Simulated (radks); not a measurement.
Problem. P3+, configuration [Ne] 3s2. All-electron calculation, Dirac Kohn-Sham, LDA (Slater exchange, Perdew-Wang correlation), spin-unpolarised, spherical densities, finite nucleus; Fermi nuclear charge, rms radius 3.1889 fm. Program: a radial shooting solver on a logarithmic mesh with Libxc functionals. Some entries of the table are withheld. Estimate them.

| orbital | occ. | eigenvalue (eV) | <1/r> (bohr^-1) | <r^2> (bohr^2) |
|---|---|---|---|---|
| 1s1/2 | 2 | -2115.757 | (1) | 0.01453 |
| 2s1/2 | 2 | -211.5362 | (2) | (3) |
| 2p1/2 | 2 | (4) | 2.730 | 0.2918 |
| 2p3/2 | 4 | (5) | 2.713 | 0.2943 |
| 3s1/2 | 2 | -45.7414 | 0.8291 | 3.174 |

Solution. 
(1) 1s1/2 <1/r> (bohr^-1): 14.60
(2) 2s1/2 <1/r> (bohr^-1): 2.823
(3) 2s1/2 <r^2> (bohr^2): 0.3228
(4) 2p1/2 eigenvalue (eV): -163.6601
(5) 2p3/2 eigenvalue (eV): -162.7365
